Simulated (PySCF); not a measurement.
Spinor energies of Tb³⁰⁺ (terbium, charge +30)

Start: [Ar] 3d10 4s2 4p5; 4p1/2 filled at m_j = +1/2; 4p3/2 filled at m_j = -3/2, -1/2, +1/2, +3/2. Calculated with PySCF 2.14 in an uncontracted even-tempered set (17 s from 2.8 bohr⁻², ratio 2.8; 14 p from 3.6 bohr⁻², ratio 2.8; 8 d from 6.4 bohr⁻², ratio 2.8; 4 f from 19 bohr⁻², ratio 3): generalised Hartree-Fock with the X2C-1e Hamiltonian and a Gaussian nucleus; one run each with spin-orbit coupling (SO) screened by Boettger's factors, then bare. This is a chosen level, not necessarily the ground level.

| spinor shell | electrons | ε, screened SO (eV) | ε, bare SO (eV) | weight of nominal j (bare SO) | rms radius, bare SO (bohr) |
| --- | --- | --- | --- | --- | --- |
| 1s1/2 | 2 | -53361.9 | -53361.2 | 1.000 | 0.0245 |
| 2s1/2 | 2 | -9891.8 | -9891.6 | 1.000 | 0.0989 |
| 2p1/2 | 2 | -9439.6 | -9458.8 | 1.000 | 0.0845 |
| 2p3/2 | 4 | -8688.6 | -8681.7 | 1.000 | 0.0911 |
| 3s1/2 | 2 | -3066.1 | -3066.1 | 1.000 | 0.252 |
| 3p1/2 | 2 | -2869.1 | -2873.2 | 1.000 | 0.243 |
| 3p3/2 | 4 | -2708.0 | -2706.6 | 1.000 | 0.256 |
| 3d3/2 | 4 | -2377.7 | -2381.6 | 1.000 | 0.228 |
| 3d5/2 | 6 | -2342.9 | -2340.4 | 1.000 | 0.232 |
| 4s1/2 | 2 | -1338.3 | -1338.3 | 1.000 | 0.536 |
| 4p1/2 | 1 | -1257.9 | -1259.2 | 1.000 | 0.537 |
| 4p3/2 | 4 | -1206.7 | -1206.2 | 1.000 | 0.562 |

| quantity | screened SO | bare SO |
| --- | --- | --- |
| E (hartree) | -11241.84492 | -11242.39136 |
| M_J | 1/2 | 1/2 |
| ⟨J²⟩ | 0.752 | 0.752 |
| ⟨L²⟩ | 2.041 | 2.044 |
| ⟨S²⟩ | 0.788 | 0.791 |

Each row is a mean over spinors that exchange with the open shell spreads, by up to 5.441 eV (3p1/2).

Breit and QED terms are absent; they matter most for the inner s and p1/2 levels.

Densities and radii are taken from the X2C orbitals without a picture-change correction, which distorts them close to the nucleus.
